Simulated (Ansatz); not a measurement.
Basis-set extrapolation for C2H5BO (`CC1BO1`) (PBE0-D4/def2-TZVP geometry, frozen core, the Gaussian-basis code of Ansatz). Multiplicity 1, RHF reference.

```csv
,def2-TZVPP,def2-QZVPP
HF,-178.247664,-178.256185
MP2 correlation,-0.673015,-0.719438
CCSD(T) correlation,-0.729513,not run
```

Energies in hartree. Use E(X) = E(∞) + A·exp(−7.88·√X) for Hartree–Fock and E(X) = E(∞) + B·X^(−2.97) for correlation, with X = 3 and 4, and add CCSD(T) minus MP2 of the smaller set to the MP2 limit.

Question: What is the CCSD(T) energy at the basis-set limit?

Answer: HF limit: -178.256185 + (-0.008521) × 0.13774 = -178.25736. MP2 limit: -0.719438 + (-0.046423) × 0.74074 = -0.75383. Higher-order term: -0.729513 − (-0.673015) = -0.05650. Total: -179.06769 hartree, 237.6 kJ/mol below CCSD(T)/def2-TZVPP.
